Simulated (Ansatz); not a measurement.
Breaking the N3–H4 bond in BeH3N (SMILES [BeH][NH2]) (multiplicity 1 held, fragments rigid). Energies count from the point at 1.008 Å.
Geometry at that point (charge 0, multiplicity 1):
```xyz
5

Be    -0.5555    -0.1030    -0.7670
H     -1.3310    -0.2467    -1.8378
N      0.3195     0.0592     0.4411
H      1.0452    -0.5811     0.7233
H      0.2715     0.8252     1.0948
```

R- and RO- levels are restricted; in cc, def2 and unpolarised 6-31G sets they are followed outwards from rest. U- levels take the lowest unrestricted solution at each point, which mixes spins at long bonds. Levels need not reach the same state.

Cores are frozen in the correlated methods.

The values were computed with Ansatz (a quantum-chemistry and plane-wave program) with Gaussian orbitals. Values without a source in brackets are computed.

Energies in eV.

```tsv
R (Å)	U-HF/cc-pVDZ	R-SCS-MP2/cc-pVDZ	U-CCSD(T)/cc-pVDZ	R-CCSDT(Q)/cc-pVDZ
0.806	1.50	1.65	1.66	1.66
0.907	0.28	0.35	0.36	0.36
1.008	0.00	0.00	0.00	0.00
1.109	0.23	0.16	0.15	0.15
1.210	0.73	0.59	0.57	0.57
1.361	1.70	1.44	1.39	1.39
1.512	2.71	2.34	2.25	2.24
1.764	3.70	3.70	3.52	3.45
2.016	4.07	4.77	4.45	4.31
2.319	3.99	5.66	5.08	4.90
2.722	3.88	6.27	5.01	5.23
3.226	3.85	6.30	4.99	5.34
```

Doubts at one or more of the structures used: a spin-contaminated determinant (U-HF/cc-pVDZ, U-CCSD(T)/cc-pVDZ); a restricted determinant that unrestricted orbitals would lower (R-SCS-MP2/cc-pVDZ, R-CCSDT(Q)/cc-pVDZ); T1 above 0.05 (U-CCSD(T)/cc-pVDZ); other coupled-cluster roots lie near (R-CCSDT(Q)/cc-pVDZ).
